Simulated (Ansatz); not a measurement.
An input meant for [Dy(H2O)6]3+ (DyO₆H₁₂³⁺) (charge 3, sextet).

```yaml
crystal:
  periodic: [false, false, false]
  atoms:
    - {symbol: Dy, position_ang: [0.001527, -0.000499, 0.001828]}
    - {symbol: O, position_ang: [0.147644, 0.206788, 2.313517]}
    - {symbol: H, position_ang: [0.127316, 1.031562, 2.854759]}
    - {symbol: H, position_ang: [0.245727, -0.514269, 2.979978]}
    - {symbol: O, position_ang: [-0.149659, -0.204702, -2.310162]}
    - {symbol: H, position_ang: [-0.246562, 0.517831, -2.975718]}
    - {symbol: H, position_ang: [-0.133853, -1.028918, -2.853248]}
    - {symbol: O, position_ang: [2.313684, 0.148881, -0.200037]}
    - {symbol: H, position_ang: [2.978649, 0.249542, 0.522379]}
    - {symbol: H, position_ang: [2.856878, 0.127154, -1.023464]}
    - {symbol: O, position_ang: [-2.311333, -0.149946, 0.194465]}
    - {symbol: H, position_ang: [-2.858643, -0.132612, 1.015721]}
    - {symbol: H, position_ang: [-2.972648, -0.247458, -0.531485]}
    - {symbol: O, position_ang: [-0.197947, 2.311509, -0.155146]}
    - {symbol: H, position_ang: [-1.020933, 2.856087, -0.139467]}
    - {symbol: H, position_ang: [0.525831, 2.975011, -0.254031]}
    - {symbol: O, position_ang: [0.198645, -2.312567, 0.158943]}
    - {symbol: H, position_ang: [-0.525577, -2.975798, 0.257556]}
    - {symbol: H, position_ang: [1.021254, -2.857597, 0.143602]}
basis:
  gaussian: {orbitals: def2-mTZVP, final_grid: {core_spheres: 1, valence_spheres: 1, degree: 1}}
total_charge: 3
magnetization: {spin_polarized: true, initial_magnetization: 5}
hamiltonian: {xc: {name: wB97M-V}}
scf: {omitted_lower_state_checks: [starts]}
output: {forces: true}
```

```sh
$ ansatz run in.yaml --threads 4 --pin off --events-out ev --progress --plain --max-ram 9574MiB
```

Output, abridged:

```
Functional definition: wB97M-V
basis functions trapped inside cores are left out: 1
2387 factors; integrals over basis functions are off by at most 1.1e-3 eV
625 factors; integrals over basis functions are off by at most 8.8e-6 eV
mean field evaluation 1: about -36193.7827 eV, gradient 4.4e2 eV
mean field evaluation 2: about -32848.8887 eV, gradient 1.0e3 eV
mean field evaluation 4: about -34979.4396 eV, gradient 6.5e2 eV
mean field evaluation 8: about -36511.9992 eV, gradient 6.6e0 eV
mean field evaluation 16: about -36530.6294 eV, gradient 4.1e2 eV
mean field evaluation 32: about -37068.9208 eV, gradient 6.9e0 eV
mean field -37070.02173384 eV, -1362.2981717556 hartree, gradient 3.1e-5 eV, S^2 8.764474; 0 other end points of the search recorded, 0 dependent functions left out
reference -37070.02191413 eV, -1362.2981783809 hartree; 50, 45 occupied and 198, 203 virtual orbitals, 2387 factors
Total energy: -37070.02191413 eV, -1362.2981783809 hartree
Atom 0 at     0.001527    -0.000499     0.001828 Å, force    -0.729942     3.110517    -0.597600 eV/Å
Atom 1 at     0.147644     0.206788     2.313517 Å, force    -0.535074    -1.344608   -17.377709 eV/Å
Atom 2 at     0.127316     1.031562     2.854759 Å, force    -0.023603    -0.710471    -2.109794 eV/Å
Atom 3 at     0.245727    -0.514269     2.979978 Å, force    -0.004764    -0.429070    -1.458598 eV/Å
Atom 4 at    -0.149659    -0.204702    -2.310162 Å, force     0.636504     2.868956    17.211706 eV/Å
Atom 5 at    -0.246562     0.517831    -2.975718 Å, force     0.098178    -0.255942     2.288999 eV/Å
Atom 6 at    -0.133853    -1.028918    -2.853248 Å, force     0.055601    -0.152302     1.338967 eV/Å
Atom 7 at     2.313684     0.148881    -0.200037 Å, force   -12.481855    -0.500286     2.177643 eV/Å
Atom 8 at     2.978649     0.249542     0.522379 Å, force    -4.611902    -0.479706    -3.277788 eV/Å
Atom 9 at     2.856878     0.127154    -1.023464 Å, force    -4.361801     0.103537     3.895228 eV/Å
Atom 10 at    -2.311333    -0.149946     0.194465 Å, force    12.624377    -0.031865    -1.789074 eV/Å
Atom 11 at    -2.858643    -0.132612     1.015721 Å, force     4.336094    -0.007026    -3.864800 eV/Å
Atom 12 at    -2.972648    -0.247458    -0.531485 Å, force     4.632185     0.547910     3.305479 eV/Å
Atom 13 at    -0.197947     2.311509    -0.155146 Å, force     2.002150   -12.401912    -0.096754 eV/Å
Atom 14 at    -1.020933     2.856087    -0.139467 Å, force     3.972276    -4.420427     0.145778 eV/Å
Atom 15 at     0.525831     2.975011    -0.254031 Å, force    -3.324477    -4.727505     0.626229 eV/Å
Atom 16 at     0.198645    -2.312567     0.158943 Å, force    -1.925389    12.863238     0.105059 eV/Å
Atom 17 at    -0.525577    -2.975798     0.257556 Å, force     0.876250     2.948194    -0.320456 eV/Å
Atom 18 at     1.021254    -2.857597     0.143602 Å, force    -1.234808     3.018768    -0.202516 eV/Å
Dipole moment:     0.105684    -1.226771     0.071922 e Å
Checks for a lower state left out: starts
```

In this input the integration grid is far too coarse. Self-consistency was reached. The result belongs to that input, not to the species as meant.

In the def2 sets Dy takes a core potential; there is no spin–orbit coupling. With an open 4f shell the SCF may have ended on a state above the lowest.
